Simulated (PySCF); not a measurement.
Input of a run (PBE0-D3(BJ)/def2-SVP geometry optimisation, gas phase (PySCF 2.14.0)), started from GFN2-xTB:
```
{"job": {"xc": "PBE0", "basis": "def2-SVP", "d3": "d3bj", "grid": 1, "kind": "geom"}, "charge": 0, "multiplicity": 1}
C      2.188049    -0.671520    -1.529874
C      1.879796    -0.331964    -0.287397
C      2.695662     0.673319     0.470691
C      0.750582    -0.981995     0.468910
C     -0.665857    -0.412261     0.197565
C     -1.077795    -0.698077    -1.246741
C     -1.631187    -1.131844     1.145226
C     -0.666409     1.102439     0.466971
C     -2.027335     1.787340     0.385193
H      3.002828    -0.205265    -2.058910
H      1.647626    -1.429412    -2.070119
H      3.215248     0.176762     1.291220
H      3.437801     1.139524    -0.172774
H      2.067815     1.449542     0.902065
H      0.950445    -0.893868     1.539186
H      0.729083    -2.045658     0.220578
H     -1.007007    -1.763167    -1.456397
H     -2.105827    -0.391171    -1.421266
H     -0.435478    -0.163886    -1.941893
H     -2.661453    -0.868277     0.922488
H     -1.531044    -2.210150     1.038909
H     -1.423001    -0.870726     2.180900
H     -0.257728     1.276527     1.465901
H     -0.000825     1.576564    -0.257691
H     -1.905615     2.856000     0.552192
H     -2.708521     1.406580     1.141340
H     -2.479750     1.651068    -0.593277
```

Output (energies in Eh, forces in Eh/bohr):
```
step   0  E = -353.11463357  max force = 0.016324
step   1  E = -353.11745760  max force = 0.002579
step   2  E = -353.11749235  max force = 0.000408
step   3  E = -353.11751007  max force = 0.000589
step   4  E = -353.11751843  max force = 0.000812
step   5  E = -353.11751496  max force = 0.000404
step   6  E = -353.11750925  max force = 0.000117
step   7  E = -353.11751214  max force = 0.000112
step   8  E = -353.11751024  max force = 0.000097
optimisation converged
```

Task: Summarise the run.

Result: The energy falls by 0.078 eV over 9 energy and gradient evaluations, the largest force component goes from 0.0163 to 9.7e-05 Eh/bohr, and the atoms move by 0.062 Å rms after alignment. Among the bonds, C1–H10 and C1–H11 change most and about equally (+0.016 to +0.017 Å). Bonds longer at the end by more than 0.005 Å: 19 of 26; shorter: 0. The energy rose by more than 1e-6 Eh at steps 5, 6 and 8. The first step brought 98 % of the lowering.

Task: What are the final bond lengths?

Result: C1=C2 1.339 Å, C2–C3 1.501 Å, C2–C4 1.511 Å, C4–C5 1.552 Å, C5–C6 1.529 Å, C5–C7 1.531 Å, C5–C8 1.540 Å, C8–C9 1.522 Å, C1–H10 1.094 Å, C1–H11 1.093 Å, C3–H12 1.104 Å, C3–H13 1.099 Å, C3–H14 1.101 Å, C4–H15 1.104 Å, C4–H16 1.103 Å, C6–H17 1.102 Å, C6–H18 1.100 Å, C6–H19 1.100 Å, C7–H20 1.100 Å, C7–H21 1.102 Å, C7–H22 1.102 Å, C8–H23 1.105 Å, C8–H24 1.103 Å, C9–H25 1.101 Å, C9–H26 1.101 Å, C9–H27 1.101 Å. Numbering counts from 1 in the input's order; the species is `CC(CC(C)=C)(CC)C` (2,4,4-trimethyl-1-hexene).

The run used 216 basis functions and 52 SCF cycles in all. Cost: about 8 min of CPU time on one thread; the machine was shared, so the figure is rough.

Whether it is a minimum is left open (no frequencies). The numbers are those of one conformer.

Conformer computed: `[CH2:1]=[C:2]([CH3:3])[CH2:4][C:5]([CH3:6])([CH3:7])[CH2:8][CH3:9]`: C1–C2–C4–C5 -86°, C2–C4–C5–C6 66°, C4–C5–C8–C9 -175°.
